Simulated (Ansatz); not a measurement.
Reaction (SMILES): [GeH2] (GeH2) (closed-shell singlet) → Ge atom + 2 H atom
B3LYP-D3(BJ)/def2-TZVP geometries, fixed; electronic energies without zero-point terms.

Basis-set convergence of the atomisation energy at PBE0 with Ansatz (an electronic-structure program). Cartesian d functions, on some or all atoms, in 3-21G; all else is spherical. The program fits the integrals of some runs and decomposes those of others, by size. Open shells are unrestricted. No added dispersion term, no relativity. Functions are those of the species that has most. Reference: the value in aug-cc-pV5Z, 136.83 kcal/mol, itself unsure by roughly 0.09 kcal/mol (its mean distance from pcseg-4, aug-pcseg-3, aug-cc-pVQZ). Deviations are taken from unrounded values.

```csv
basis,functions,atomisation energy (kcal/mol),minus reference (kcal/mol)
3-21G,27,135.23,-1.59
pcseg-1,37,135.85,-0.98
aug-cc-pVDZ,54,135.20,-1.63
aug-pcseg-1,54,135.83,-1.00
def2-SVPD,54,137.01,0.19
6-311G**,56,136.25,-0.58
def2-TZVPP,76,137.25,0.42
def2-TZVPPD,88,137.36,0.53
aug-pcseg-2,105,136.57,-0.26
def2-QZVP,135,136.76,-0.06
def2-QZVPP,149,136.85,0.02
aug-cc-pVQZ,185,136.87,0.05
aug-cc-pV5Z,300,136.83,0.00
```
